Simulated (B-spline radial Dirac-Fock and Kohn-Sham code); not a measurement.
ΔSCF core binding energies without Breit or QED terms, calculated with a radial atomic solver.

A sound run for the V atom, configuration [Ar] 3d3 4s2: The ground state converged in 12 iterations, with total energy -948.18874 Ha, virial ratio 1.98862 and highest orbital energy -6.38 eV. ΔSCF binding energies: K (1s) 5484.3 eV, L3 (2p3/2) 526.3 eV. Holes are computed only in closed shells, and unreliable hole states are left out.

A second run, with one unsound setting: The ground state had not converged after 3 iterations, with total energy -947.96669 Ha, virial ratio 1.98039 and highest orbital energy -3.20 eV. ΔSCF binding energies: K (1s) 5488.1 eV, L3 (2p3/2) 529.2 eV (not all states converged, so these are not final). Holes are computed only in closed shells, and unreliable hole states are left out.

```
iter   energy (Ha)        error
   1     -942.66071994  8.53e-01
   2     -946.05951608  2.96e-01
   3     -947.96669283  8.61e-02
```

Question: Which fault fits the second run best?
A. box too small
B. too few iterations
C. too few quadrature points
D. overfilled shell

Answer: B. The input had maxit = 3: maxit ends the run before self-consistency.
